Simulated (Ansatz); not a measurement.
Basis-set extrapolation for C$_{3}$H$_{11}$AlO, SMILES `C[OH+][AlH-]([CH3])[CH3]` (PBE0-D4/def2-TZVP geometry, frozen core, the Gaussian-basis code of Ansatz). Multiplicity 1, RHF reference.

```json
{"": "HF", "def2-TZVPP": "-436.890273", "def2-QZVPP": "-436.907257"}
{"": "MP2 correlation", "def2-TZVPP": "-0.881252", "def2-QZVPP": "-0.941387"}
{"": "CCSD(T) correlation", "def2-TZVPP": "-0.973669", "def2-QZVPP": "not run"}
```

Energies in hartree. Use E(X) = E(∞) + A·exp(−7.88·√X) for Hartree–Fock and E(X) = E(∞) + B·X^(−2.97) for correlation, with X = 3 and 4, and add CCSD(T) minus MP2 of the smaller set to the MP2 limit.

Question: What is the CCSD(T) energy at the basis-set limit?

Answer: HF limit: -436.907257 + (-0.016984) × 0.13774 = -436.90960. MP2 limit: -0.941387 + (-0.060135) × 0.74074 = -0.98593. Higher-order term: -0.973669 − (-0.881252) = -0.09242. Total: -437.98795 hartree, 77.8 kcal/mol below CCSD(T)/def2-TZVPP.
